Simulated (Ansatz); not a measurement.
Energy difference 4 R1 + R2 → 2 P1 + 2 P2 + P3, each structure at its B3LYP-D3(BJ)/def2-TZVP stationary point, reached from a drawn start (curvature not checked).
P1: CH4 (SMILES C), charge 0, multiplicity 1.
R1: H2 (SMILES [H][H]), charge 0, multiplicity 1.
P2, HCl (SMILES Cl) (charge 0, multiplicity 1):
```xyz
2

Cl     0.000     0.000     0.641
H      0.000     0.000    -0.641
```
P3, SiH4 (SMILES [SiH4]) (charge 0, multiplicity 1, Z-matrix in Å and degrees):
```
Si
H 1 1.4803
H 1 1.4803 2 109.47
H 1 1.4803 2 109.47 3 120.00
H 1 1.4803 2 109.47 3 -120.00
```
R2, C2H6Cl2Si (SMILES C[Si](C)(Cl)Cl) (charge 0, multiplicity 1):
```xyz
11

Si     0.035     0.618     0.083
C      1.443    -0.530     0.456
C     -1.486    -0.227    -0.558
Cl     0.664     2.004    -1.319
Cl    -0.457     1.645     1.812
H      1.146    -1.258     1.214
H      2.305     0.023     0.829
H      1.741    -1.068    -0.447
H     -2.276     0.498    -0.758
H     -1.855    -0.947     0.174
H     -1.260    -0.757    -1.486
```

P less R. No zero-point or thermal terms.

Correlated levels freeze the cores.

Run with Ansatz (a first-principles code). All values are computed, each at the level named.

Total energies in hartree:

| structure | PBE/def2-TZVPP | r2SCAN/def2-TZVPP | CCSD(T)/cc-pV(T+d)Z |
|---|---|---|---|
| P1 | -40.464286 | -40.500875 | -40.438100 |
| R1 | -1.166122 | -1.171285 | -1.172336 |
| P2 | -460.627412 | -460.785863 | -460.339793 |
| P3 | -291.721620 | -291.854203 | -291.440117 |
| R2 | -1289.282479 | -1289.793567 | -1288.348147 |

Question: Work out the reaction energy at each level in kcal/mol (1 hartree = 627.50947 kcal/mol), and say how far PBE/def2-TZVPP lies from CCSD(T)/cc-pV(T+d)Z.

Answer: 
- PBE/def2-TZVPP: 2 × (-40.464286) + 2 × (-460.627412) + (-291.721620) − (-1289.282479) − 4 × (-1.166122) = 0.041951 hartree = 26.32 kcal/mol
- r2SCAN/def2-TZVPP: 2 × (-40.500875) + 2 × (-460.785863) + (-291.854203) − (-1289.793567) − 4 × (-1.171285) = 0.051028 hartree = 32.02 kcal/mol
- CCSD(T)/cc-pV(T+d)Z: 2 × (-40.438100) + 2 × (-460.339793) + (-291.440117) − (-1288.348147) − 4 × (-1.172336) = 0.041588 hartree = 26.10 kcal/mol
PBE/def2-TZVPP less CCSD(T)/cc-pV(T+d)Z: 0.22 kcal/mol. CCSD(T)/cc-pV(T+d)Z is the level counted from, the highest shown, and no exact or measured value.
